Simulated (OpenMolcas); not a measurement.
# Lines of Hg I: computed and rescaled rates

| Property | Result |
| --- | --- |
| Program | OpenMolcas 26.06 |
| Method | CASSCF |
| Basis | ANO-RCC [10s10p9d6f4g2h] |
| Scalar Hamiltonian | DKH2, point nucleus |
| Active space | 2 electrons in 8 orbitals (6s 6p 7s 7p) |
| State averaging | 2S+1 = 3 even, 3 roots (0 in the spin-orbit step); 2S+1 = 1 even, 1 root; 2S+1 = 3 odd, 3 roots; 2S+1 = 1 odd, 3 roots |
| Spin-orbit coupling | RASSI with atomic mean-field integrals over the reference wave functions, term energies averaged over their components |

Rates come from the transition moments of the reference wave functions (E1 and E2 in the length form). At fixed line strength A goes as λ^-3 for E1 and M1 and as λ^-5 for E2, so a rate at the computed wavelength can be rescaled to the measured one. Measured vacuum wavelengths follow from level energies in NIST Handbook of Basic Atomic Spectroscopic Data. Branching counts decays inside the model space alone, at computed energies, and the table is only a selection of the E2 and M1 lines, drawn from those between levels with measured partners whose computed energy lies within a factor of 1.5 of the measured one.

```csv
Upper,Lower,Type,λ computed (nm),λ measured (nm),A computed (s-1),A rescaled (s-1),Branching %
6s 6p 3P* 2,6s 6p 3P* 1,M1,2798,2160,6.15e-01,1.34e+00,97.2
6s 6p 3P* 2,6s 6p 3P* 0,E2,1911,1563,1.31e-02,3.58e-02,2.1
6s 6p 3P* 2,6s 6p 3P* 1,E2,2798,2160,4.38e-03,1.60e-02,0.7
```

The largest correction is for 6s 6p 3P* 2 → 6s 6p 3P* 1 (E2): 4.38e-03 × (2798 / 2160)^5 = 1.60e-02 s-1, a factor of 3.65.

No measured rate stands beside these. Rescaling mends the energy factor alone: line strengths can still be far off where a level mixes with configurations outside the active space, and weak or spin-changing lines hang on small mixing coefficients that depend on the term gaps too, so rescaling need not improve them.

Some high roots are left out of the spin-orbit mixing, which shifts the levels that they would mix with. Active for correlation alone: 7p 7s; no level in the range computed is led by a configuration that fills them, so any true level of that kind is missing. Spin-orbit splittings of 6p shells tend to come out small when the coupling is added on scalar orbitals. Computed and measured levels are paired by configuration, term and J; levels that our copy of the source lacks, or whose pairing is in doubt (as where it misses far off the trend of its configuration), stay unpaired. Only configurations of the active space appear.

* marks odd parity.
